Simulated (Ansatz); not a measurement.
Geometry optimisation, Ansatz 0.2.0, UKS PBE-D4/def2-SVP.

input.yaml

```yaml
crystal:
  periodic: [false, false, false]
  atoms:
    - { symbol: H, position_ang: [-0.351923, 0.51898, -0.035864] }
    - { symbol: Ge, position_ang: [-0.360748, 1.650769, -1.062304] }
    - { symbol: Si, position_ang: [0.359592, -1.800512, 1.196294] }
    - { symbol: H, position_ang: [-0.748106, 1.082026, -2.451397] }
    - { symbol: H, position_ang: [-1.381538, 2.746121, -0.6556] }
    - { symbol: H, position_ang: [1.054671, 2.277311, -1.146436] }
    - { symbol: H, position_ang: [1.525173, -2.342843, 0.403665] }
    - { symbol: H, position_ang: [0.746441, -1.422761, 2.604542] }
    - { symbol: H, position_ang: [-0.843462, -2.709289, 1.147099] }
magnetization:
  spin_polarized: true
  initial_magnetization: 1
basis:
  gaussian: { orbitals: def2-SVP }
hamiltonian:
  xc: pbe
  dispersion: d4
relax:
  f_tol: 0.03
  max_steps: 50
```

Launched with:

```bash
$ ansatz run input.yaml --threads 2 --pin off --max-ram 3072MiB --backend cpu --events-out ev --progress --plain --runs-dir out
```

Problem. Where does it end, and by what steps?

Solution. The forces met the threshold. The force dipped under the threshold on the way, but the program's further checks kept it going. After 7 steps the energy has fallen by 0.020 eV; H1 moved furthest, 0.27 Å.

| step | energy less start (eV) | largest force component (eV/Å) | accepted |
| --- | --- | --- | --- |
| 0 | 0.0000 | 0.450 | yes |
| 1 | -0.0160 | 0.050 | yes |
| 2 | -0.0164 | 0.009 | yes |
| 3 | -0.0171 | 0.041 | yes |
| 4 | -0.0175 | 0.150 | yes |
| 5 | -0.0193 | 0.055 | yes |
| 6 | -0.0201 | 0.023 | yes |
| 7 | -0.0204 | 0.023 | yes |

```xyz
9
Properties=species:S:1:pos:R:3
H -0.161 0.450 -0.213
Ge -0.327 1.692 -1.142
Si 0.285 -1.816 1.299
H -0.779 1.225 -2.548
H -1.394 2.640 -0.543
H 1.026 2.438 -1.247
H 1.432 -2.242 0.419
H 0.748 -1.559 2.708
H -0.830 -2.827 1.265
```

Time of the run: 10 s on 2 threads of Intel(R) Xeon(R) Platinum 8488C (Sapphire Rapids), on a shared host, peak memory 0.16 GiB.
